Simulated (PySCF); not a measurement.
## Calculated data, AlBFH$_{2}$O, AlBH$_{2}$NO, BH$_{4}$O$_{3}$, AlBH$_{4}$O

Computed with PySCF 2.14.0. Calculation on a computer-drawn molecule: the log of a Hartree-Fock and frozen-core CCSD(T) single point meant for a local Hartree-Fock minimum, with one planted fault or none, to be diagnosed. Offsets are logged minus clean, where the clean run is the same molecule without the fault. The reference is restricted for singlets and unrestricted otherwise, and also for a bond in bohr or an excited solution. Adding or removing an electron swaps singlet and doublet. The excited solution moves the top pair (singlet) or top alpha electron (doublet) to the lowest empty orbital. Highest occupied and lowest empty are orbital energies over both spins, largest force is the largest gradient component, triples share is (T) over the correlation energy, the T1 limit is 0.02 restricted and 0.045 unrestricted, electrons count all cores, a negative frequency is imaginary (commonest isotopes), and the dipole is about the centre of nuclear charge.

Common to all runs: meant multiplicity 1; logged SCF converged yes; logged CC converged yes; logged SCF stable within its kind yes; possible faults no fault, one electron removed, one electron added, multiplicity raised by two, geometry at a saddle point, SCF held on an excited solution, minimal basis STO-3G, one bond length entered in bohr, all coordinates scaled.

```yaml
- entry: 1
  formula: AlBFH2O
  logged_structure:
    atoms_angstrom:
      - [O, 1.5128, 2.3786, -0.6568]
      - [B, 1.0757, 1.4305, 0.0022]
      - [Al, 0.2436, -0.233, 1.2163]
      - [F, 1.1564, -1.5115, 0.7818]
      - [H, 2.156, 2.6571, -1.3039]
      - [H, -0.9325, -0.0013, 2.1851]
  given:
    meant_charge: 1
    meant_basis: "cc-pV(D+d)Z"
    logged_electrons: 36
    logged_basis_functions: 75
    logged_spin_squared: 0.0
    "logged_highest_occupied [eV]": -18.018
    "logged_lowest_empty [eV]": -4.5505
    "logged_largest_force [hartree/bohr]": 1.5724e-05
    "logged_lowest_frequency [cm^-1]": 118.05
    logged_T1_diagnostic: 0.017498
    logged_D1_diagnostic: 0.043246
    logged_triples_share: 0.021944
    "logged_dipole_magnitude [debye]": 5.7169
    "logged_energy_HF [hartree]": -441.92065
    "logged_energy_CCSD(T) [hartree]": -442.44311
    drawn_bonds_atom: [1, 2, 3, 1, 3]
    drawn_bonds_other_atom: [2, 3, 4, 5, 6]
    drawn_bonds_order: [1, 1, 1, 1, 1]
  results:
    planted_fault: "no fault"
    "HF_energy_offset_from_clean_run [kcal/mol]": 0.0
    "CCSD(T)_energy_offset_from_clean_run [kcal/mol]": 0.0
- entry: 2
  formula: AlBH2NO
  logged_structure:
    atoms_angstrom:
      - [O, -1.9566, 2.015, 0.0304]
      - [B, -1.4997, 0.8269, -0.1465]
      - ["N", -0.996, -0.3464, -0.2841]
      - [Al, 0.3752, -3.1691, -0.5009]
      - [H, -2.7444, 2.3299, -0.398]
      - [H, 1.0365, -4.5516, -0.615]
  given:
    meant_charge: 1
    meant_basis: "cc-pV(D+d)Z"
    logged_electrons: 34
    logged_basis_functions: 75
    logged_spin_squared: 1.0262
    "logged_highest_occupied [eV]": -14.547
    "logged_lowest_empty [eV]": -5.1919
    "logged_largest_force [hartree/bohr]": 0.041596
    logged_T1_diagnostic: 0.021098
    logged_D1_diagnostic: 0.071546
    logged_triples_share: 0.027099
    "logged_dipole_magnitude [debye]": 6.1007
    "logged_energy_HF [hartree]": -396.79121
    "logged_energy_CCSD(T) [hartree]": -397.2461
    drawn_bonds_atom: [1, 2, 3, 1, 4]
    drawn_bonds_other_atom: [2, 3, 4, 5, 6]
    drawn_bonds_order: [1, 1, 2, 1, 1]
  results:
    planted_fault: "one bond length entered in bohr, row 3 of the drawn bonds"
    "HF_energy_offset_from_clean_run [kcal/mol]": 94.41
    "CCSD(T)_energy_offset_from_clean_run [kcal/mol]": 114.0
- entry: 3
  formula: BH4O3
  logged_structure:
    atoms_angstrom:
      - [O, -0.2507, -1.875, -0.8176]
      - [B, 0.8075, -1.3377, 0.0633]
      - [O, 1.7401, -2.484, 0.3196]
      - [O, 1.4849, -0.2156, -0.6056]
      - [H, -0.3296, -2.7952, -0.6381]
      - [H, 0.3633, -0.8973, 1.1548]
      - [H, 2.4081, -2.1925, 0.9139]
      - [H, 1.6863, -0.4972, -1.4829]
  given:
    meant_charge: -1
    meant_basis: aug-cc-pVDZ
    logged_electrons: 34
    logged_basis_functions: 128
    logged_spin_squared: 2.0105
    "logged_highest_occupied [eV]": 0.2332
    "logged_lowest_empty [eV]": 3.1212
    "logged_largest_force [hartree/bohr]": 0.065504
    logged_T1_diagnostic: 0.061192
    logged_D1_diagnostic: 0.41651
    logged_triples_share: 0.031212
    "logged_dipole_magnitude [debye]": 8.8381
    "logged_energy_HF [hartree]": -251.61924
    "logged_energy_CCSD(T) [hartree]": -252.35499
    drawn_bonds_atom: [1, 2, 2, 1, 2, 3, 4]
    drawn_bonds_other_atom: [2, 3, 4, 5, 6, 7, 8]
    drawn_bonds_order: [1, 1, 1, 1, 1, 1, 1]
  results:
    planted_fault: "multiplicity raised by two"
    "HF_energy_offset_from_clean_run [kcal/mol]": 91.03
    "CCSD(T)_energy_offset_from_clean_run [kcal/mol]": 113.2
  notes: ["T1 above single-reference limit", "highest electron not bound in this basis"]
- entry: 4
  formula: AlBH4O
  logged_structure:
    atoms_angstrom:
      - [O, -1.8624, -1.9983, 3.0897]
      - [B, -1.1154, -1.2578, 2.2315]
      - [Al, -2.1277, 0.1985, 0.986]
      - [H, -1.3607, -2.6146, 3.6038]
      - [H, 0.0822, -1.4572, 2.2134]
      - [H, -2.337, 1.7007, 1.4622]
      - [H, -2.6791, -0.1786, -0.4566]
  given:
    meant_charge: 0
    meant_basis: "cc-pV(D+d)Z"
    logged_electrons: 30
    logged_basis_functions: 71
    logged_spin_squared: 0.0
    "logged_highest_occupied [eV]": -9.7318
    "logged_lowest_empty [eV]": 1.2361
    "logged_largest_force [hartree/bohr]": 1.7235e-05
    "logged_lowest_frequency [cm^-1]": 90.098
    logged_T1_diagnostic: 0.015564
    logged_D1_diagnostic: 0.052611
    logged_triples_share: 0.02287
    "logged_dipole_magnitude [debye]": 2.0745
    "logged_energy_HF [hartree]": -343.80772
    "logged_energy_CCSD(T) [hartree]": -344.19016
    drawn_bonds_atom: [1, 2, 1, 2, 3, 3]
    drawn_bonds_other_atom: [2, 3, 4, 5, 6, 7]
    drawn_bonds_order: [1, 1, 1, 1, 1, 1]
  results:
    planted_fault: "no fault"
    "HF_energy_offset_from_clean_run [kcal/mol]": 0.0
    "CCSD(T)_energy_offset_from_clean_run [kcal/mol]": 0.0
```
